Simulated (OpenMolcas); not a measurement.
Pt4+: moving or changing the point charges

Pt4+ among 6 point charges of -1.7 e arranged as a trigonal prism (D3h), 2.12 Å from the ion, with a polar angle of 49.6° against the regular 49.1°.
```
   1.6142    0.0000    1.3743  -1.70
  -0.8071    1.3980    1.3743  -1.70
  -0.8071   -1.3980    1.3743  -1.70
   1.6142    0.0000   -1.3743  -1.70
  -0.8071    1.3980   -1.3743  -1.70
  -0.8071   -1.3980   -1.3743  -1.70
```

```
Program             : OpenMolcas 26.06
Method              : CASSCF
Basis               : ANO-RCC-VDZP [7s6p4d2f]
Scalar Hamiltonian  : DKH2, point nucleus
Active space        : 6 electrons in 5 orbitals (5d)
State averaging     : 2S+1 = 5 even, 5 roots; 2S+1 = 3 even, 45 roots; 2S+1 = 1 even, 50 roots
Spin-orbit coupling : RASSI with atomic mean-field integrals over the reference wave functions
```

Runs around this geometry, states (labels of D3, the rotations of D3h). Energies in cm-1 above the lowest state or level, χT in cm3 K/mol.

```json
{"R (Å)": "2.12", "q (e)": "-1.36", "Polar angle / regular": "1.01", "Ground state": "5E", "First state of that spin": "5A1 2558", "First gap with spin-orbit (degeneracies)": "1386 (2, 1)", "χT at 300 K": "4.554", "First state of another spin": "3A2 18543"}
{"R (Å)": "2.01", "q (e)": "-1.7", "Polar angle / regular": "1.01", "Ground state": "5E", "First state of that spin": "5A1 3436", "First gap with spin-orbit (degeneracies)": "1703 (2, 1)", "χT at 300 K": "4.495", "First state of another spin": "3E 17192"}
{"R (Å)": "2.12", "q (e)": "-1.7", "Polar angle / regular": "1.01", "Ground state": "5E", "First state of that spin": "5A1 3172", "First gap with spin-orbit (degeneracies)": "1579 (2, 1)", "χT at 300 K": "4.517", "First state of another spin": "3A2 18119"}
{"R (Å)": "2.35", "q (e)": "-1.7", "Polar angle / regular": "1.01", "Ground state": "5E", "First state of that spin": "5A1 2644", "First gap with spin-orbit (degeneracies)": "1302 (2, 1)", "χT at 300 K": "4.571", "First state of another spin": "3A2 19085"}
{"R (Å)": "2.12", "q (e)": "-1.7", "Polar angle / regular": "1.09", "Ground state": "5A1", "First state of that spin": "5E 605.1", "First gap with spin-orbit (degeneracies)": "810.7 (2, 1)", "χT at 300 K": "4.747", "First state of another spin": "3A2 17589"}
```

Taking the first state of the same spin as R^-n, n = -ln(2644 / 3436) / ln(2.35 / 2.01) = 1.7 between the shortest and longest distance.

Scaling the charges by -1.36 / -1.7 = 0.80 scales the first state of the same spin by 2558 / 3172 = 0.81; with fixed orbitals a first-order splitting would follow the charge.

The ground state changes within this set.

Without dynamic correlation the repulsion within the d shell is too large (B by tens of per cent), so at a given field states of lower spin stand too high. Point charges give a weaker field than real ligands, and real ions of this kind are as a rule low spin; the high spin found here belongs to the model. An orbital doublet at a regular site is open to a Jahn-Teller distortion, which this geometry leaves out (holds for R = 2.12, q = -1.36, ratio = 1.01; R = 2.01, q = -1.7, ratio = 1.01; R = 2.12, q = -1.7, ratio = 1.01; R = 2.35, q = -1.7, ratio = 1.01). The ground term spreads over less than 5000 cm-1, several times less than with real ligands, so orbital moments are less quenched and χT lies further from the spin-only value than at real sites (holds for R = 2.35, q = -1.7, ratio = 1.01; R = 2.12, q = -1.7, ratio = 1.09). This is an electrostatic model: the charges have no orbitals. No measured value stands beside these numbers.
